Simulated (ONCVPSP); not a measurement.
**iridium (Ir): variants of one ONCV potential**

Base potential:

Ir, optimised norm-conserving Vanderbilt (ONCV), made with ONCVPSP 4.0.1 (PW91, scalar-relativistic). Core [Kr] 4d10, reference 4f14 5s2 5p6 5d7 6s2. Waves: 5s+6s: rc 1.55 bohr, ncon 4, nbas 9, qcut 6.5 1/bohr, 2 projectors; 5p: rc 1.65 bohr, ncon 4, nbas 7, qcut 7.4 1/bohr, 2 projectors, debl 2.2 Ha; 5d: rc 1.45 bohr, ncon 3, nbas 7, qcut 6.9 1/bohr, 2 projectors, debl 1.4 Ha; 4f: rc 0.80 bohr, ncon 4, nbas 9, qcut 19.5 1/bohr, 1 projector. Local part: polynomial inside 0.55 bohr (lpopt 4, dvloc0 2 Ha). Core correction: Teter function, fcfact 3.25, rcfact 1.4.

Cutoffs, loose and tight: the cutoffs (Ha) at which the residual kinetic energy of the hardest occupied pseudo-wave falls to 1 and 0.1 mHa per electron. They do not see the model core or the augmentation charge, which bear on the density cutoff. Test errors are all-electron minus pseudo excitation energies from the reference, over the configurations 4f14 5s2 5p6 5d7 6s1; 4f14 5s2 5p6 5d7 6s0; 4f14 5s2 5p6 5d6 6s0; 4f13 5s2 5p6 5d8 6s2. A dash means not determined; rows that change the core or the reference have their own tests.

A true bound ghost makes a file unfit for plane-wave use even where its test errors are small: the radial tests pick states by their node count and pass the ghost by.

| change | outcome | cutoff, loose | cutoff, tight | bound ghosts | GHOST(+) flags above zero | largest test error (meV) |
| --- | --- | --- | --- | --- | --- | --- |
| base | generated | 183 Ha | 405 Ha | s, p | d | -373 |
| core correction Teter function, fcfact 1.4, rcfact 1.4 | generated | 183 Ha | 405 Ha | s, p | d | -348 |
| core correction Teter function, fcfact 2.4, rcfact 1.4 | generated | 183 Ha | 405 Ha | s, p | d | -365 |
| core correction Teter function, fcfact 3, rcfact 1.4 | generated | 183 Ha | 405 Ha | s, p | d | -370 |
| core correction Teter function, fcfact 4, rcfact 1.4 | generated | 183 Ha | 405 Ha | s, p | d | -381 |
| core correction Teter function, fcfact 5.1, rcfact 1.4 | generated | 183 Ha | 405 Ha | s, p | d | -392 |
| core correction Teter function, fcfact 5.8, rcfact 1.4 | generated | 183 Ha | 405 Ha | s, p | d | -395 |
| core correction Teter function, fcfact 6.6, rcfact 1.4 | generated | 183 Ha | 405 Ha | s, p | d | -400 |
| core correction Teter function, fcfact 7.3, rcfact 1.4 | generated | 183 Ha | 405 Ha | s, p | d | -403 |

Reading the sweep of the fcfact (base included, trends over the rows without a ghost): Bound ghosts are found at 1.4, 2.4, 3, 3.25, 4, 5.1, 5.8, 6.6, 7.3. Every judged row has one, so this setting neither creates nor removes them.
